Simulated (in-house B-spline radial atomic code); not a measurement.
Values are calculated unless marked as measured or tabulated.
# Building a PAW s channel for O, r_c = 0.918 bohr

O, [He] 2s2 2p4, non-relativistic LDA (VWN5), spherical and spin-unpolarised, from a B-spline radial code for spherical atoms (atomic units; all potentials screened as in the neutral atom).

Two all-electron partial waves φ1, φ2 are integrated outwards at E1 = ε(2s) = -0.871362 and E2 = E1 + 2 hartree; φ1 is the bound orbital and φ2 has unit norm inside r_c = 0.9176 bohr. Smooth partners are polynomials, r^1(a0 + a1 r² + a2 r⁴ + a3 r⁶), matched to φ and three derivatives at r_c, with no condition on the norm. The local potential is -12.0005 + (29.3416) r² + (-32.7621) r⁴ + (14.0206) r⁶ inside 0.7513 bohr and the all-electron one outside.

```
wave     φ(r_c)     φ'(r_c)        a0          a1          a2         a3
   1  0.9547345  -0.1219954  1.643153  -0.6059687  -0.2911029  0.1908297
   2   1.123128   -2.688391  3.613275     -3.1559   0.1449362   0.276713
```

Inside r_c the overlaps are <φi φj> = [[0.37658, 0.60742], [0.60742, 1.00000]] and, for the smooth waves, [[0.43303, 0.72763], [0.72763, 1.25449]]. With χj = (Ej − T − V_local) applied to smooth wave j, the program's quadrature gives the matrix B_ij = <smooth i, χj> as [[1.03788, 2.24923], [2.00881, 4.36618]].

Task: Check the match of the first wave, and find the augmentation charges q_ij.

Result: At r_c the four terms are 1.50776, -0.46818, -0.18937, 0.10452, which sum to 0.9547, φ1(r_c) to rounding. q_ij is the all-electron overlap less the smooth one: [[-0.05645, -0.12021], [-0.12021, -0.25449]]. The smooth first wave has a norm of 0.4330 inside r_c against 0.3766, so q11 is negative and must stay small enough for the overlap operator to be positive.

Task: B isn't symmetric. Show that D_ij = B_ij + Ej q_ij is.

Result: Integrating by parts gives B12 − B21 = (E1 − E2) q12: 2.24923 − (2.00881) = 0.24042, and −2 × (-0.12021) = 0.24042. So D12 = 2.24923 + (1.128638)(-0.12021) = 2.11356 and D21 = 2.00881 + (-0.871362)(-0.12021) = 2.11356; D11 = 1.08707, D22 = 4.07895. The projectors, p = (B⁻¹)ᵀ χ, are dual to the smooth waves; det B = 0.013, small beside B11 B22, as the two smooth waves look alike inside r_c.

Solving (T + V_local + Σ p D p) ψ = E (1 + Σ p q p) ψ in a sphere of 9 bohr gives these levels:

```
all-electron  one projector  two projectors
   -0.871362      -0.871362       -0.871362
    0.023560       0.023385        0.023560
    0.261025       0.260523        0.261025
    0.655469       0.654059        0.655469
    1.194460       1.190940        1.194460
```

Task: What does the second projector gain?

Result: With one projector the errors are 0.00, -0.18, -0.50, -1.41, -3.52 millihartree. With two the errors are 0.00, 0.00, 0.00, 0.00, 0.00 millihartree. The scattering is exact at E1 and at E2 = 1.129, and over all levels compared the largest error is under 0.01 millihartree. The lowest eigenvalue of the overlap operator is 0.7345 with one and 0.2656 with two projectors. The smooth orbital alone needs a cutoff of 19.7 hartree for 1 millihartree of kinetic energy, against 62.3 for a norm-conserving Troullier-Martins orbital of the same radius; part of the gain comes from giving up the norm, part from the simpler form.
